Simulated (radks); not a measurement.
The rhenium ion Re40+, configuration [Ar] 3d10 4s2 4p5 (the NIST ground configuration). All-electron calculation, scalar-relativistic Kohn-Sham, PBEsol, spin-polarised, spherical densities, finite nucleus; open shells are filled with parallel spins first (spin-orbit coupling, left out, can overturn this in heavy ions); Fermi nuclear charge, rms radius 5.3698 fm. Program: a radial shooting solver on a logarithmic mesh with Libxc functionals.

Unscreened Slater integrals over Kohn-Sham orbitals (eV). They are taken over the spin-up orbitals.

| integral | value |
|---|---|
| F0(4p,4p) | 60.146 |
| F2(4p,4p) | 31.330 |
| F0(4p,4s) | 60.943 |
| G1(4p,4s) | 41.160 |
| F0(4p,3d) | 76.207 |
| F2(4p,3d) | 21.980 |
| G1(4p,3d) | 7.1268 |
| G3(4p,3d) | 7.2161 |
| F0(4s,4s) | 61.814 |
| F0(4s,3d) | 77.565 |
| G2(4s,3d) | 7.3424 |
| F0(3d,3d) | 140.33 |
| F2(3d,3d) | 71.740 |
| F4(3d,3d) | 46.210 |

Derived for the open shells (J is the average intra-shell exchange parameter used in DFT+U). 4p: J = F2/5 = 6.266 eV.
